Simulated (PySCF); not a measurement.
**Radial density of Se³²⁺ (selenium, charge +32)**

UHF, 1s2, closed-shell 1S. Calculation: PySCF 2.14, in an even-tempered Gaussian basis (17 s from 45 bohr⁻², ratio 2.2; 7 p from 68 bohr⁻², ratio 2.4; 4 d from 200 bohr⁻², ratio 2.4; 3 f from 310 bohr⁻², ratio 2.4; 3 g from 460 bohr⁻², ratio 2.4); the spin-free X2C one-electron Hamiltonian (Gaussian nucleus).

| r (bohr) | 4πr²ρ (e/bohr) |
| --- | --- |
| 0.000985 | 0.4590 |
| 0.00166 | 1.134 |
| 0.00279 | 2.724 |
| 0.00469 | 6.246 |
| 0.00788 | 13.21 |
| 0.0133 | 24.29 |
| 0.0223 | 35.21 |
| 0.0375 | 34.02 |
| 0.0631 | 16.52 |
| 0.106 | 2.514 |
| 0.179 | 0.05445 |
| 0.300 | 4.679e-05 |

Densities and radii are taken from the X2C orbitals without a picture-change correction, which distorts them close to the nucleus.
